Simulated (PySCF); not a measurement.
**PbBr: energy against distance**

Set-up: Pb def2-SVP with ECP60, Br def2-SVP; scalar-relativistic core potentials (PySCF 2.14). Energies in eV from Pb + Br in their ground configurations at the same level. State: ²Π (doublet), unpaired electrons π ↑.

All columns are PBE0. A positive dipole means Pb(−)Br(+).

| R (Å) | E (eV) | μ (D) | Mulliken charge on Pb (basis-dependent) | HOMO (eV) | LUMO (eV) | Mayer bond order | ⟨S²⟩ |
| --- | --- | --- | --- | --- | --- | --- | --- |
| 2.269 | -2.335 | -1.31 | 0.24 | -4.27 | -2.60 | 1.23 | 0.75 |
| 2.374 | -2.925 | -1.99 | 0.28 | -4.43 | -2.75 | 1.17 | 0.75 |
| 2.480 | -3.240 | -2.65 | 0.32 | -4.58 | -2.90 | 1.12 | 0.75 |
| 2.559 | -3.348 | -3.14 | 0.34 | -4.70 | -3.01 | 1.09 | 0.75 |
| 2.638 | -3.377 | -3.61 | 0.36 | -4.81 | -3.11 | 1.06 | 0.75 |
| 2.717 | -3.345 | -4.07 | 0.38 | -4.92 | -3.22 | 1.03 | 0.75 |
| 2.823 | -3.237 | -4.65 | 0.40 | -5.06 | -3.35 | 1.00 | 0.75 |
| 2.955 | -3.033 | -5.35 | 0.42 | -5.22 | -3.51 | 0.97 | 0.75 |
| 3.113 | -2.735 | -6.14 | 0.44 | -5.41 | -3.69 | 0.93 | 0.76 |
| 3.324 | -2.311 | -7.09 | 0.46 | -5.62 | -3.90 | 0.89 | 0.76 |

A fit through these points gives, at Re = 2.632 Å, μ = -3.57 D and dμ/dR = -5.88 D/Å; the reduced mass is 57.21 u.

Question: How strong is the fundamental in the double-harmonic approximation, I = 42.26·(dμ/dR)²/μred km/mol?

Answer: I = 42.26·(-5.88)²/57.21 = 25.5 km/mol at PBE0.

Spin–orbit coupling is left out, which matters for elements this heavy, above all for dissociation energies. The state is the lowest determinant that a PBE0 search found; another state may lie lower at other levels.
